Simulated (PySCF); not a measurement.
# Yb⁶¹⁺: ionisation energy

Yb⁶¹⁺ [He] 2s2 2p5 (2P) → Yb⁶²⁺ [He] 2s2 2p4 (3P), as a difference of total energies. Calculation: PySCF 2.14, in an even-tempered Gaussian basis (19 s from 38 bohr⁻², ratio 2.2; 13 p from 49 bohr⁻², ratio 2.2; 5 d from 200 bohr⁻², ratio 2.4; 5 f from 290 bohr⁻², ratio 2.4; 4 g from 440 bohr⁻², ratio 2.4); the spin-free X2C one-electron Hamiltonian (Gaussian nucleus). Correlated levels: nothing frozen; virtual orbitals above 40 to 60 times the deepest correlated orbital energy dropped. The calculations carry no spin-orbit coupling.

| method | ionisation energy (eV) |
| --- | --- |
| UHF | 14440.1 |
| LDA | 14434.2 |
| PBE | 14438.9 |
| PBE0 | 14439.7 |
| r2SCAN | 14444.5 |
| M06 | 14443.7 |
| BP86 | 14441.5 |
| MP2 (all electrons) | 14441.9 |
| SCS-MP2 (all electrons) | 14441.9 |

Spin-orbit coupling is strong in these open shells (close to jj coupling). The scalar numbers leave it out and a first-order estimate fails, so it can dominate the gap to the real levels.

For this ion Breit and QED terms and the two-electron picture change, all absent here, outweigh the differences among the correlated methods.

For comparison: 14093 ± 12 eV (theoretical estimate listed by NIST; NIST Atomic Spectra Database, ionization energies).
